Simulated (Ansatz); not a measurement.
A structure relaxed at PBE-D4/def2-SVP in Ansatz, charge 0, singlet:

```xyz
10

Bi    1.8655   -0.7586   -0.1038
C    -0.2405    0.1075   -0.5691
C    -1.2411   -0.1936    0.5392
H     2.6716    0.3364   -1.3150
H     2.1383    0.4809    1.2039
H    -0.5368   -0.3503   -1.5349
H    -0.1047    1.1934   -0.7326
H    -2.2520    0.1979    0.2894
H    -1.3558   -1.2836    0.7197
H    -0.9445    0.2701    1.5031
```

Task: Give its formula, name or SMILES.

Result: BiH2Et (C2H7Bi).

Task: Summarise the bond lengths by kind (pairs closer than 1.2 times the sum of covalent radii, bridged metal pairs left out).

Result: 1 × Bi–C 2.32 Å; 1 × C–C 1.52 Å; 5 × C–H 1.11 Å; 2 × Bi–H 1.82 Å.

In the def2 sets Bi takes a core potential; there is no spin–orbit coupling. Another isomer (singlet) lies 0.21 eV lower at PBE0-D4/def2-TZVP; other spin states weren't run for this one.
